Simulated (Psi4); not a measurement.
C4H9O2, doublet, at a GFN2-xTB geometry. Base run: HF/STO-3G (Psi4).

Input for Psi4:
```
memory 2 GB

molecule {
0 2
  C    -1.63546049    1.11410980   -0.33384859
  C    -1.14297924    0.03608665    0.54206942
  O    -1.45997537   -1.24874948    0.07636966
  C     0.39657110    0.15404903    0.74126144
  O     0.99913222   -0.03480950   -0.51768831
  C     2.40040379    0.01392144   -0.46869254
  H    -1.93379276    0.89929035   -1.33979954
  H    -1.60590751    2.13067435    0.00272623
  H    -1.59529854    0.11300532    1.54282681
  H    -0.97905590   -1.37650959   -0.75092385
  H     0.64973425    1.14141760    1.15279795
  H     0.73254949   -0.62230147    1.44530066
  H     2.80262798   -0.76784096    0.18781841
  H     2.75337111   -0.14746357   -1.48519548
  H     2.75130606    0.98919825   -0.10974015
}

set basis sto-3g
set reference uhf
set stability_analysis check
set scf_type pk

energy('scf')
print_variables()
```

The bond that is stretched is that between atoms 13 and 6. A test that says stable can miss a lower solution.

Each row names what was changed in the base input (with any setting that the change needs).

```json
[
 {"change": "base", "ΔE vs base (eV)": "0.00", "<S^2>": "0.765"},
 {"change": "stability_analysis = follow; reference = uhf", "ΔE vs base (eV)": "0.00", "<S^2>": "0.765"},
 {"change": "bond × 1.25", "ΔE vs base (eV)": "1.14", "<S^2>": "0.765"},
 {"change": "stability_analysis = follow; reference = uhf; bond × 1.25", "ΔE vs base (eV)": "1.14", "<S^2>": "0.765"},
 {"change": "bond × 1.5", "ΔE vs base (eV)": "3.21", "<S^2>": "0.765"},
 {"change": "stability_analysis = follow; reference = uhf; bond × 1.5", "ΔE vs base (eV)": "3.13", "<S^2>": "0.992"},
 {"change": "bond × 1.8", "ΔE vs base (eV)": "5.72", "<S^2>": "0.765"},
 {"change": "stability_analysis = follow; reference = uhf; bond × 1.8", "ΔE vs base (eV)": "4.25", "<S^2>": "1.524"},
 {"change": "bond × 2.2", "ΔE vs base (eV)": "8.38", "<S^2>": "0.765"},
 {"change": "stability_analysis = follow; reference = uhf; bond × 2.2", "ΔE vs base (eV)": "4.63", "<S^2>": "1.719"},
 {"change": "bond × 3.0", "ΔE vs base (eV)": "4.73", "<S^2>": "1.770"},
 {"change": "stability_analysis = follow; reference = uhf; bond × 3.0", "ΔE vs base (eV)": "4.73", "<S^2>": "1.770"}
]
```

Psi4 reported an instability in these rows: bond × 1.5; stability_analysis = follow; reference = uhf; bond × 1.5; bond × 1.8; stability_analysis = follow; reference = uhf; bond × 1.8; bond × 2.2; stability_analysis = follow; reference = uhf; bond × 2.2 (restricted rows aren't judged here).

On stretching, the SCF can end on different states; <S^2> shows the spin contamination of each.
